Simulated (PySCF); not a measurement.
# SrO: one state, many levels of theory

State: ¹Σ⁺ (singlet), closed shell. Set-up: Sr def2-TZVP with ECP28, O def2-TZVP; scalar-relativistic core potentials (PySCF 2.14). De refers to Sr + O in their high-spin ground configurations, without counterpoise correction. A positive dipole means Sr(−)O(+).

| Level | Re (Å) | ωe (cm⁻¹) | De (eV) | μ (D) |
| --- | --- | --- | --- | --- |
| RHF | 1.915 | 721 | 0.376 | -10.99 |
| RHF-MP2 | 1.956 | 617 | 3.99 | n/a |
| RHF-SCS-MP2 | 1.956 | 622 | 3.68 | n/a |
| RHF-CCSD | 1.944 | 638 | 2.87 | n/a |
| RHF-CCSD(T) | 1.991 | 477 | 3.28 | n/a |
| PBE | 1.943 | 650 | 4.83 | -7.78 |
| BLYP | 1.969 | 627 | 4.56 | -7.79 |
| r²SCAN | 1.928 | 681 | 4.60 | -8.29 |
| B3LYP | 1.937 | 668 | 4.04 | -8.66 |
| PBE0 | 1.912 | 696 | 4.05 | -8.78 |
| MN15 | 1.917 | 702 | 3.61 | -9.21 |

Q: Which functional lies closest to RHF-CCSD(T) in De, which farthest, and by how much do they differ from it?

A: Closest is MN15 (-7.4 pm in Re, +47.2 % in ωe, +0.33 eV in De against RHF-CCSD(T) in the same basis), farthest PBE (-4.8 pm in Re, +36.3 % in ωe, +1.55 eV in De). CCSD(T) converges more slowly with the basis than the functionals do and binds too weakly in this one, so the order can change at the basis-set limit.

Q: What does a quarter of exact exchange do here, going from PBE to PBE0?

A: PBE0 less PBE: -3.1 pm in Re, +7.1 % in ωe, -0.78 eV in De. Exact exchange removes part of the self-interaction that spreads semilocal densities, and in most molecules shortens and stiffens the bond and lowers De; so it does here.

Q: What does the step from GGA to meta-GGA do here, going from PBE to r²SCAN?

A: r²SCAN less PBE: -1.5 pm in Re, +4.8 % in ωe, -0.23 eV in De. 

Correlated steps freeze 1 core orbital. Where the molecule has an RHF reference, its open-shell atoms are computed with UHF. The CCSD T1 diagnostic is raised, a sign that a single reference may not be enough here.

The whole job (state search and all levels along the bond) took about 5.1 min on 1 thread of Arm Neoverse N1 (shared host), peak memory 0.81 GiB.
